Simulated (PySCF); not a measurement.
One of the candidates below gave these computed data.

All candidates are C4H6Cl2O.

- Triplet: lowest triplet excitation (Tamm–Dancoff): 6.32 eV [TDA PBE0/def2-SVPD]
- NMR, other nuclei: isotropic shieldings of nuclei other than C and H, by class: 339 (1 O), 692 (2 Cl) ppm [GIAO PBE0/pcSseg-1]
- Dipole: 0.55 D [PBE0/def2-SVPD]
- Polarisability: 77.3 au [PBE0/def2-SVPD]
- UV, strongest line: among the 8 lowest singlet transitions: S5 at 7.09 eV (175 nm, f = 0.022) [TDDFT PBE0/def2-SVPD]
- 13C NMR: chemical shifts (computed TMS as zero) by class: 89.9 (1 C), 76.1 (2 C), 50.3 (1 C) ppm [GIAO PBE0/pcSseg-1]
- Rotational structure: rotational constants A, B, C: 2.553, 1.311, 0.908 GHz [GFN2-xTB]
- 1H NMR: chemical shifts (computed TMS as zero) by class: 6.07 (1 H), 4.96 (2 H), 4.48 (2 H), 3.35 (1 H) ppm [GIAO PBE0/pcSseg-1]
- UV, first state: lowest singlet excitation: 6.49 eV (191 nm, f = 0.009) [TDDFT PBE0/def2-SVPD]

Electronic properties: PySCF, gas phase, density fitting. Levels stand in brackets. One conformer (not necessarily the lowest) at the GFN2-xTB geometry, without solvent, vibrations or thermal averaging. NMR classes are plain means over equivalent atoms (diastereotopic ones count apart unless rotation or inversion swaps them), as if these changed places fast.

Question: Which candidate is it?
A. `C=COCC(Cl)Cl`
B. `ClC(Cl)C1COC1`
C. `O=CC[C@@H](Cl)CCl`

Answer: B. It is `ClC(Cl)C1COC1`. Numbering: `[Cl:1][CH:2]([Cl:3])[CH:4]1[CH2:5][O:6][CH2:7]1`. Its formula, C4H6Cl2O, gives 1 degree of unsaturation: 1 ring and 0 π bonds in the structure found. 4 carbons fall into 3 classes; from least to most shielded: CHCl2 carbon [C2] (89.9 ppm), ring sp3 carbon bound to oxygen [C5/C7] (76.1 ppm, 2 C), four-membered-ring carbon [C4] (50.3 ppm). Hydrogen classes from least to most shielded: 1 H on a CHCl2 carbon, C2 (6.07 ppm), 2 H on 2 like atoms (sp3 carbon bound to oxygen), C5/C7 (4.96 ppm), 2 H on 2 like atoms (sp3 carbon bound to oxygen), C5/C7 (4.48 ppm), 1 H on a four-membered-ring carbon, C4 (3.35 ppm). The other shieldings belong to: 339 ppm, cyclic ether oxygen [O6]; 692 ppm, alkyl chlorine [Cl1/Cl3]. The optimised geometry has point group Cs and is an asymmetric top. NMR values of atoms bound to several Cl lack the spin–orbit term that these neighbours bring.

The others, at the same levels:
- `C=COCC(Cl)Cl` fails: it has 4 carbon classes against 3; its computed 13C shifts are 159.1 (1 C), 88.7 (1 C), 84.0 (1 C), 77.2 (1 C) ppm, 1H shifts are 6.75 (1 H), 5.99 (1 H), 4.28 (1 H), 4.10 (1 H), 3.93 (2 H) ppm and lowest singlet excitation is 6.15 eV (202 nm, f = 0.002) (against 6.49 eV).
- `O=CC[C@@H](Cl)CCl` fails: it has 4 carbon classes against 3; its computed 13C shifts are 204.2 (1 C), 64.3 (1 C), 57.0 (1 C), 56.0 (1 C) ppm, 1H shifts are 9.91 (1 H), 4.46 (1 H), 4.25 (1 H), 3.17 (1 H), 3.13 (1 H), 2.61 (1 H) ppm and rotational constant A is 2.139 GHz (against 2.553 GHz).

Each candidate is one conformer, not necessarily the lowest. The conformers computed, where there is a choice (atom-mapped SMILES and torsion angles):
- `[Cl:1][CH:2]([Cl:3])[CH:4]1[CH2:5][O:6][CH2:7]1`: Cl1–C2–C4–C5 167°
- `[CH2:1]=[CH:2][O:3][CH2:4][CH:5]([Cl:6])[Cl:7]`: C1–C2–O3–C4 1°, C2–O3–C4–C5 -179°, O3–C4–C5–Cl6 169°
- `[O:1]=[CH:2][CH2:3][C@@H:4]([Cl:5])[CH2:6][Cl:7]`: O1–C2–C3–C4 4°, C2–C3–C4–Cl5 170°, C3–C4–C6–Cl7 178°
